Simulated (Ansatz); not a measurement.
```xyz
4

Cl    0.0650   -1.9557   -0.0416
Ge    0.5006    0.1467   -0.1674
Cl   -0.2828    1.0981    1.5953
H    -0.2828    0.7109   -1.3863
```

Total charge 0; spin multiplicity 2.

Q: List the ωB97M-V/def2-TZVPP orbital energies in eV (Ansatz). (An estimate is asked.)

A: Ansatz gave: α occupied: -10868.33, -2772.20, -2772.20, -1364.08, -1211.84, -1211.81, -1211.79, -262.58, -262.58, -200.07, -200.07, -199.93, -199.93, -199.91, -199.91, -175.88, -125.16, -125.12, -125.04, -37.96, -37.92, -37.87, -37.82, -37.82, -26.25, -25.60, -18.27, -13.83, -13.67, -12.75, -11.91, -11.74, -11.55, -9.06. α empty: 1.43, 1.72, 2.69, 5.86, 6.61, 6.78, 7.12, 7.43. β occupied: -10868.29, -2772.17, -2772.17, -1364.07, -1211.80, -1211.80, -1211.76, -262.55, -262.55, -200.02, -200.02, -199.90, -199.90, -199.89, -199.89, -175.82, -125.10, -125.07, -124.99, -37.90, -37.86, -37.77, -37.77, -37.74, -26.10, -25.47, -17.62, -13.46, -13.39, -12.38, -11.67, -11.57, -11.49. β empty: -2.05, 1.61, 2.04, 3.03, 6.01, 6.66, 7.03, 7.17. ⟨S²⟩ = 0.753.
